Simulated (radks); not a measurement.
Q: The table gives one normalised radial function P(r) = r R(r) of In in [Kr] 4d10 5s2 5p1 (r in bohr). Method: scalar-relativistic Kohn-Sham, AM05, spin-polarised, spherical densities, point nucleus; open shells are filled with parallel spins first (spin-orbit coupling, left out, can overturn this in heavy ions); computed with a radial shooting solver on a logarithmic mesh with Libxc functionals.

r           P
0.001873   0.0027
0.002538   0.0047
0.003413   0.0079
0.004625   0.0136
0.006268   0.0231
0.008428   0.0383
0.01142    0.0635
0.01548    0.1028
0.02081    0.1588
0.02821    0.2366
0.03792    0.3257
0.05139    0.4074
0.06965    0.4296
0.09365    0.3281
0.1269     0.0517
0.172     -0.3431
0.2313    -0.6324
0.3134    -0.5416
0.4214     0.0206
0.5711     0.7785
0.774      1.1857
1.041      1.0264
1.41       0.5735
1.896      0.2148
2.57       0.0484
3.483      0.0059
4.682      0.0004
6.346      0.0000
8.6        0.0000
11.56      0.0000

Which n and l does it have? It may be an empty orbital.

A: n = 4, l = 1: the number of nodes gives n - l - 1 = 2, the rise at small r (about r^(l+1), flatter next to the nucleus through relativity) gives l, and the extent must fit the shell. The curve is that of 4p up; the table hardly tells the two spins apart. 4p up: eigenvalue -77.909 eV, 2 radial nodes at r = 0.132, 0.418 bohr, <r> = 0.922 bohr, 90 % of the charge inside 1.36 bohr.
